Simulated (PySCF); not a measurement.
Gas-phase equilibrium of 1 mol N2O, 0.43 mol N2 at 1000 K and 0.00100 bar, among 8 species (O2, N2, O, NO, O3, N, N2O, NO2). Only gases are allowed; each row takes one source of thermochemistry for all species, and Cantera finds the minimum.

Computed with PySCF (xtb for GFN2) and rigid-rotor harmonic-oscillator thermochemistry at 1 bar. 'Table' is the NASA 1993 thermochemical table (part measured, part estimated). † marks an energy on the PBE0/def2-TZVP geometry and frequencies; other levels use their own. CCSD(T) freezes the core. Open shells (unrestricted) among the columns below: O2 (multiplicity 3), O (multiplicity 3, electronic degeneracy 9), NO (multiplicity 2, electronic degeneracy 4); the rest are closed-shell singlets. GFN2 has no spin-polarisation term. Spin-orbit splitting is ignored; it lowers the true energy and changes the entropy of O, NO. CCSD(T) isn't extrapolated to the basis-set limit. The harmonic model lacks anharmonicity and excited electronic states, which grow with temperature; levels with a mode under 35 cm⁻¹ are left out.

Molecules larger than those listed are left out. Table species left out: NO3.

Mole fractions:

```
thermochemistry      x N2    x N2O      x O     x O2     x NO
-------------------  ----  -------  -------  -------  -------
table                0.74  8.5e-11   2.5e-9     0.26   3.4e-5
CCSD(T)/def2-TZVPP†  0.74  2.6e-11   1.7e-8     0.26   3.7e-5
GFN2-xTB             0.30     0.70   <1e-12   <1e-12  1.4e-12
HF/def2-TZVP†        0.59   <1e-12     0.41  0.00067   2.5e-6
M06-2X/def2-TZVP†    0.74  4.1e-11   1.8e-9     0.26   2.3e-5
PBE0/def2-TZVP       0.74   1.7e-9   1.0e-9     0.26   4.1e-5
ωB97X-V/def2-TZVP†   0.74  4.3e-11  6.2e-10     0.26   4.4e-5
```
The most sensitive of these is N2O: it spans a factor of 10^11.8 over these rows; at this temperature one factor of ten is RT ln 10 = 19 kJ/mol.
